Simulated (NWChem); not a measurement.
System: NaF; SMILES [F][Na]

Computed with NWChem. Structure relaxed at the PBE0/def2-SVP level.

Among these, which level gives the highest value of “orbital gap (eV)”?
A. PBE/pcseg-2
B. PBE/def2-SVP
C. PBE/pcseg-1
D. PBE/aug-pcseg-1

D, PBE/aug-pcseg-1. Values: PBE/pcseg-1 2.48; PBE/def2-SVP 2.65; PBE/pcseg-2 2.94; PBE/aug-pcseg-1 3.12
